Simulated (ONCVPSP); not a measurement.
# thallium (Tl): one change to an ONCV potential, before and after

ONCVPSP 4.0.1 input, shortened (lines: element, Z, core and valence counts, functional; n l f; lmax; l rc ep ncon nbas qcut; lloc lpopt rc5 dvloc0; l nproj debl; icmod fcfact rcfact), LDA (Perdew-Wang 92), scalar-relativistic:

```
  Tl 81.00   13    2  -001012      upf
    1    0    2.00
    2    0    2.00
    2    1    6.00
    3    0    2.00
    3    1    6.00
    3    2   10.00
    4    0    2.00
    4    1    6.00
    4    2   10.00
    4    3   14.00
    5    0    2.00
    5    1    6.00
    5    2   10.00
    6    0    2.00
    6    1    1.00
    1
    0    2.05    0.00    5    9    2.80
    1    2.45    0.00    4    8    3.50
    4    5    2.00    6.00
    0    1    0.70
    1    2    3.30
    3    5.25    1.70
```

Change: s: qcut 1.9; p: qcut 2.4.

Cutoffs: the cutoffs (Ha) at which the residual kinetic energy of the hardest occupied pseudo-wave falls to 1 and 0.1 mHa per electron; they do not see the model core or the augmentation charge, which bear on the density cutoff. Errors are all-electron minus pseudo energies relative to the spin-unpolarised reference configuration.

Problem. What does the change do?

Solution. The potential gets harder (11 Ha and 37 Ha → 37 Ha and 49 Ha); the errors of the 4 common tests hardly move; neither file shows a bound ghost.

```tsv
quantity	base	changed
cutoff, loose	11 Ha	37 Ha
cutoff, tight	37 Ha	49 Ha
loose cutoff by channel	s 11 Ha, p 4.3 Ha	s 37 Ha, p 4.3 Ha
bound ghosts	none	none
GHOST(+) flags under 300 eV	none	none
error for 6s2 6p0, meV [ΔE 5.40 eV]	-152	-152
error for 6s1 6p0, meV [ΔE 26.60 eV]	-699	-705
error for 6s2 6p0.5, meV [ΔE 1.97 eV]	-30	-30
error for 6s1 6p2, meV [ΔE 7.49 eV]	-47	-46
s: phases at 2.08 bohr within 0.05 rad from the reference energy up to (Ha; the scan ends near 5)	1.7	1.6
p: phases at 2.49 bohr within 0.05 rad from the reference energy up to (Ha; the scan ends near 5)	to the end of the scan	to the end of the scan
rms error of d²Exc/dni dnj with the model core, mHa	4.28	4.32
```
